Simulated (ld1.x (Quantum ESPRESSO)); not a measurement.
**xenon (Xe): one change to a TM potential, before and after**

Xe (Z = 54), norm-conserving Troullier–Martins (Kleinman–Bylander form), made with ld1.x (Quantum ESPRESSO) 7.5 (LDA (PZ), fully relativistic). Core [Kr] 4d10, reference 5s2 5p6. Waves: 5p (bound): rc 1.70 bohr; 5s (bound): rc 1.40 bohr. Local part: the s channel. Core correction: none.

Open shells are filled in proportion to 2j + 1 (rel_dist='average').

Change: wave 5p (bound): rc 1.70 bohr becomes 5p (bound): rc 1.50 bohr.

Cutoffs: the cutoffs (Ry, on a coarse ladder) from which the occupation-weighted sum of valence levels, in a spherical-Bessel basis at the reference potential, stays within 10 and 1 mRy of its value at 400 Ry; they do not see the model core or the augmentation charge, which bear on the density cutoff. Errors are all-electron minus pseudo energies relative to the spin-unpolarised reference configuration.

What does the change do?

The potential gets harder (70 Ry and 140 Ry → 80 Ry and 180 Ry); a bound ghost appears in p, which as a rule spoils a file; of the 6 tests that both files solve, the error grows in 1 and shrinks in 0 by more than 15 % and 0.3 meV (median size 16.8 → 17.4 meV). A smaller radius makes the pseudo-wave follow the all-electron one further in, where it bends more sharply, so more plane waves are needed.

```csv
quantity,base,changed
"cutoff, loose",70 Ry,80 Ry
"cutoff, tight",140 Ry,180 Ry
loose cutoff by channel (10 mRy a level),"p 15 Ry, s 40 Ry","p 45 Ry, s 40 Ry"
bound ghosts,none,p1/2
"error for 5s2 5p5, meV [ΔE 12.74 eV]",+4.1,+4.1
"error for 5s2 5p4, meV [ΔE 34.72 eV]",+24,+22
"error for 5s2 5p3, meV [ΔE 66.72 eV]",+76,+67
"error for 5s1 5p6, meV [ΔE 24.91 eV]",+9.8,+13
"error for 5s2 5p5.5, meV [ΔE 5.27 eV]",+0.9,+0.9
"error for 5s2 5p2, meV [ΔE 109.40 eV]",+189,+161
```

 A true bound ghost makes a file unfit for plane-wave use even where its test errors are small: the radial tests pick states by their node count and pass the ghost by.
